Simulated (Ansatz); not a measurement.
Gas-phase electronic energies from Ansatz, PBE0-D4/def2-TZVP geometries. CBS: MP2 limit from def2 TZ/QZ plus the TZ coupled-cluster correction, frozen cores. DFT in def2-TZVPP. Each species was taken in one conformer, which may not be the lowest.

`F[Si]1(Cl)C[SiH2]1` + `CC(O)F` → `O[Si]1(F)C[SiH2]1` + `CC(F)Cl`  (formal exchange of groups at the Si–Cl bond)

```csv
level,ΔE (kJ/mol)
r2SCAN-D4,15.5
ωB97X-V,15.7
CCSD/def2-TZVPP,12.9
SCS-MP2/def2-QZVPP,9.6
```

Question: What does CCSD(T)/CBS give? (Best estimate.)

Answer: Computed: +11.3 kJ/mol. The listed levels differ from it by 4.2, 4.4, 1.6, -1.7 kJ/mol.

Largest T1 diagnostic among the species: 0.013.

In def2-TZVPP, CCSD(T) changes the Hartree–Fock value by −4.2 kJ/mol (the triples alone add −0.4 kJ/mol) and MP2 by −5.5 kJ/mol.
